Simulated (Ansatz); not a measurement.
Ansatz (a first-principles code) input (HF/3-21G): The .json file is the Basis Set Exchange's 3-21G.

Ansatz 0.2 input:
```yaml
crystal:
  periodic: [false, false, false]
  atoms:
    - {symbol: Si, position_ang: [-1.75970509, 0.01797307, -0.00365181]}
    - {symbol: I, position_ang: [0.55884607, -0.00570788, 0.00115974]}
    - {symbol: H, position_ang: [-2.47847676, 1.29880875, -0.00643869]}
    - {symbol: H, position_ang: [-2.50449345, -1.24791426, -0.00390218]}
basis:
  gaussian:
    orbitals: 3-21G.json
hamiltonian:
  xc: {name: HF}
total_charge: 1
relax: {f_tol: 0.003, max_steps: 120}
```

Output:

```
WARN ansatz: RAYON_NUM_THREADS=1 ignored (pool sized by the plan → 1); use --threads N
Functional definition: HF
integrals: 0.01 GiB planned
628 factors; integrals over basis functions are off by at most 3.0e-4 eV
mean field: 0.13 GiB planned
mean field evaluation 1: about -195270.4105 eV, gradient 1.7e1 eV
mean field evaluation 2: about -195270.4118 eV, gradient 1.7e1 eV
mean field evaluation 4: about -195271.3805 eV, gradient 1.2e0 eV
mean field evaluation 8: about -195271.3920 eV, gradient 2.1e-3 eV
mean field -195271.39202437 eV, -7176.0912971922 hartree, gradient 9.1e-6 eV, S^2 0.000000; 0 other end points of the search recorded, 0 dependent functions left out
the calculation of the forces begins
reference -195271.39202437 eV, -7176.0912971922 hartree; 34, 34 occupied and 16, 16 virtual orbitals, 628 factors
relax step   1: F+E_penalty+E_count = -195271.39202437 eV  Δ(F+E_penalty+E_count) = +0.000e0 eV  max|allowed force component| = 2.003e0 eV/Å  Δτ_max = 0.0000 Å  (27 SCF iters, accepted)
these checks for a lower state are left out or cut short: starts, cluster_reference, orbital_swaps, neighbouring_geometries, increment
integrals: 0.01 GiB planned
628 factors; integrals over basis functions are off by at most 3.0e-4 eV
mean field: 0.13 GiB planned
mean field evaluation 16: about -195271.4864 eV, gradient 1.6e-5 eV
mean field -195271.48637970 eV, -7176.0947646865 hartree, gradient 7.9e-5 eV, S^2 0.000000; 0 other end points of the search recorded, 0 dependent functions left out
the calculation of the forces begins
reference -195271.48637970 eV, -7176.0947646865 hartree; 34, 34 occupied and 16, 16 virtual orbitals, 628 factors
relax step   2: F+E_penalty+E_count = -195271.48637970 eV  Δ(F+E_penalty+E_count) = -9.436e-2 eV  max|allowed force component| = 3.633e-1 eV/Å  Δτ_max = 0.1068 Å  (28 SCF iters, accepted)
these checks for a lower state are left out or cut short: starts, cluster_reference, orbital_swaps, neighbouring_geometries, increment
integrals: 0.01 GiB planned
628 factors; integrals over basis functions are off by at most 3.0e-4 eV
mean field: 0.13 GiB planned
mean field -195271.49267220 eV, -7176.0949959318 hartree, gradient 8.3e-5 eV, S^2 0.000000; 0 other end points of the search recorded, 0 dependent functions left out
the calculation of the forces begins
reference -195271.49267220 eV, -7176.0949959318 hartree; 34, 34 occupied and 16, 16 virtual orbitals, 628 factors
relax step   3: F+E_penalty+E_count = -195271.49267220 eV  Δ(F+E_penalty+E_count) = -6.293e-3 eV  max|allowed force component| = 2.572e-2 eV/Å  Δτ_max = 0.0306 Å  (23 SCF iters, accepted)
these checks for a lower state are left out or cut short: starts, cluster_reference, orbital_swaps, neighbouring_geometries, increment
integrals: 0.01 GiB planned
628 factors; integrals over basis functions are off by at most 3.0e-4 eV
mean field: 0.13 GiB planned
mean field -195271.49271578 eV, -7176.0949975332 hartree, gradient 7.8e-5 eV, S^2 0.000000; 0 other end points of the search recorded, 0 dependent functions left out
the calculation of the forces begins
reference -195271.49271578 eV, -7176.0949975332 hartree; 34, 34 occupied and 16, 16 virtual orbitals, 628 factors
relax step   4: F+E_penalty+E_count = -195271.49271578 eV  Δ(F+E_penalty+E_count) = -4.357e-5 eV  max|allowed force component| = 3.862e-3 eV/Å  Δτ_max = 0.0021 Å  (25 SCF iters, accepted)
these checks for a lower state are left out or cut short: starts, cluster_reference, orbital_swaps, neighbouring_geometries, increment
integrals: 0.01 GiB planned
628 factors; integrals over basis functions are off by at most 3.0e-4 eV
mean field: 0.13 GiB planned
mean field evaluation 32: about -195271.4927 eV, gradient 7.5e-3 eV
mean field -195271.49271625 eV, -7176.0949975506 hartree, gradient 1.1e-5 eV, S^2 0.000000; 0 other end points of the search recorded, 0 dependent functions left out
the calculation of the forces begins
reference -195271.49271625 eV, -7176.0949975506 hartree; 34, 34 occupied and 16, 16 virtual orbitals, 628 factors
relax step   5: F+E_penalty+E_count = -195271.49271625 eV  Δ(F+E_penalty+E_count) = -4.728e-7 eV  max|allowed force component| = 4.271e-4 eV/Å  Δτ_max = 0.0001 Å  (16 SCF iters, accepted)
integrals: 0.01 GiB planned
628 factors; integrals over basis functions are off by at most 3.0e-4 eV
mean field: 0.13 GiB planned
mean field -195271.49271625 eV, -7176.0949975506 hartree, gradient 1.1e-5 eV, S^2 0.000000; 1 other end points of the search recorded, 0 dependent functions left out
the calculation of the forces begins
reference -195271.49271625 eV, -7176.0949975506 hartree; 34, 34 occupied and 16, 16 virtual orbitals, 628 factors
Total energy: -195271.49271625 eV, -7176.0949975506 hartree
Atom 0 at    -1.798760     0.018372    -0.003733 Å, force    -0.000427     0.000004    -0.000001 eV/Å
Atom 1 at     0.637056    -0.006507     0.001322 Å, force    -0.000057     0.000001    -0.000000 eV/Å
Atom 2 at    -2.498005     1.303813    -0.006484 Å, force     0.000239    -0.000302     0.000001 eV/Å
Atom 3 at    -2.524120    -1.252518    -0.003938 Å, force     0.000245     0.000298     0.000000 eV/Å
Dipole moment:    -1.462608     0.014939    -0.003035 e Å
```

The dipole moment of an ion depends on the origin.
